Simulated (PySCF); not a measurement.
# Aluminium: a sound run and one with changed settings

Sound run: Al⁺ [Ne] 3s2, Al²⁺ [Ne] 3s1. All numbers are calculated (PySCF 2.14, the non-relativistic Hamiltonian (point nucleus), in cc-pV(T+d)Z). The sound run starts from symmetry-adapted Hartree-Fock orbitals and uses a fine grid where one is needed.

Changed run: initial guess minao, at most 5 SCF cycles. This setting is unsound on purpose.

| species | method | sound run (hartree) | changed run (hartree) | converged |
| --- | --- | --- | --- | --- |
| Al⁺ | UHF | -241.67338 | -241.67338 | no |
| Al⁺ | PBE | -242.00640 | -242.00640 | no |
| Al⁺ | M06-L | -242.13568 | -242.13568 | no |
| Al²⁺ | UHF | -241.02957 | -241.02957 | no |
| Al²⁺ | PBE | -241.31737 | -241.31737 | no |
| Al²⁺ | M06-L | -241.44998 | -241.44998 | no |

The SCF was stopped early; the energies are upper bounds that still move, and correlated levels were skipped or rest on poor orbitals.
